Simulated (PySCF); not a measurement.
A geometry optimisation on `C=C[C@@]1(F)C[C@@H]1F`.

Method: PBE0-D3(BJ)/def2-SVP geometry optimisation, gas phase (PySCF 2.14.0). Start geometry: GFN2-xTB. The input is one job of a driver script: a line of settings, then coordinates in Å.

Command:
```bash
OMP_NUM_THREADS=1 python probes_run.py task.json out
```

Input:
```
{"job": {"xc": "PBE0", "basis": "def2-SVP", "d3": "d3bj", "grid": 1, "shake": 0.01, "kind": "geom"}, "charge": 0, "multiplicity": 1}
C      2.300290    -0.038570    -0.247440
C      1.046190    -0.110470     0.227080
C     -0.186950     0.046040    -0.594800
F      0.112380     0.299710    -1.909620
C     -1.416410    -0.764640    -0.315570
C     -1.399680     0.710520    -0.001750
F     -2.128170     1.528570    -0.778730
H      3.157270    -0.127020     0.375070
H      2.457980     0.193620    -1.274350
H      0.859540    -0.309100     1.284110
H     -1.993450    -1.061410    -1.161630
H     -1.401810    -1.464550     0.514920
H     -1.401350     1.080390     1.011140
```

Output:
```
step   0  E = -393.04428875  max force = 0.033413
step   1  E = -393.04112126  max force = 0.039703
step   2  E = -393.04477943  max force = 0.016954
step   3  E = -393.04734298  max force = 0.013543
step   4  E = -393.04765241  max force = 0.004871
step   5  E = -393.04834979  max force = 0.003285
step   6  E = -393.04840903  max force = 0.001545
step   7  E = -393.04843626  max force = 0.000892
step   8  E = -393.04844884  max force = 0.000520
step   9  E = -393.04844963  max force = 0.000280
optimisation converged
```

Energies in Eh; «max force» is the largest Cartesian gradient component in Eh/bohr.

Task: Give the first gradient maximum in eV/Å.

Result: With 1 Eh/bohr = 51.422 eV/Å, 1.718 eV/Å.

Task: At which steps does the energy rise by more than 1e-5 Eh?

Result: At step 1 (+3.17 mEh).

In short: final energy -393.04845 Eh after 9 steps; dipole 2.52 D.

Task: Give the final coordinates.

Result: 0.034 Å rms from the input after alignment:
```
atom  x, y, z in Å
C1     1.4275    1.6767    0.3815
C2     0.7655    0.5218    0.4555
C3    -0.1737    0.0457   -0.5732
F4    -0.3295    0.8948   -1.6179
C5    -0.2951   -1.4200   -0.9162
C6    -1.4073   -0.7324   -0.2023
F7    -2.5322   -0.4682   -0.8960
H8     2.1136    1.9855    1.1727
H9     1.2979    2.3428   -0.4747
H10    0.8974   -0.1457    1.3142
H11   -0.4769   -1.6129   -1.9768
H12    0.3252   -2.1517   -0.3931
H13   -1.6029   -0.9458    0.8545
```

Task: How long does this job take on one thread of an Intel Xeon 6975P-C, no GPU, shared host? And the peak memory of the process?

Result: About 43 s, with 0.55 GiB resident at the peak, the Python interpreter and its libraries included.
Labels such as C1 count atoms from 1, the log's own numbers from 0.
